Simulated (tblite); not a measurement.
Problem. Write a Z-matrix for `CCC(=O)OC[SiH3]` as optimised with GFN2-xTB.

Solution. 
Z-matrix in Å and degrees, rows numbered from 1:
```
C 
C   1  1.5247
C   2  1.5110  1  111.43
O   3  1.2125  2  123.48  1   -36.94
O   3  1.3102  2  112.72  1   143.97
C   5  1.4346  3  117.33  2   178.19
Si  6  1.9245  5  116.23  3     3.01
H   1  1.0872  2  110.57  3   -66.97
H   1  1.0868  2  109.84  3    52.61
H   1  1.0866  2  110.29  3   172.83
H   2  1.0903  1  111.86  3   122.03
H   2  1.0938  1  109.68  3  -117.98
H   6  1.0914  5  106.00  3  -120.07
H   6  1.0909  5  105.78  3   126.14
H   7  1.4562  6  112.66  5   -72.25
H   7  1.4832  6   98.36  5   177.49
H   7  1.4566  6  112.78  5    67.19
```

Si7 and O4 aren't drawn bonded (4 bonds apart) but lie 2.36 Å from each other; Cordero's covalent radii sum to 1.77 Å. Of the pairs four or more bonds apart, those above aside, O4···H15 is among the closest relative to their van der Waals radii: 2.49 Å, 91 % of the sum of Bondi's values. O5 (ester single-bonded oxygen) is bent (angle 117.3°). Si7 (SiH3 silicon) is distorted tetrahedral (angles from 98.4° to 119.8°).

The geometry is computed with GFN2-xTB (gas phase).

Point group: C1 (no symmetry element, even within 0.4 Å). Its GFN2-xTB frequencies are all real (lowest 20 cm⁻¹). The numbers are those of one conformer (C1–C2–C3–O4 -37°, C2–C3–O5–C6 178°, C3–O5–C6–Si7 3°).

Hardware: Arm Neoverse V1, one thread, no GPU, shared host with 64 logical CPUs at a one-minute load of 12. Cost: 0.69 s of wall time. These figures are those of the optimisation.
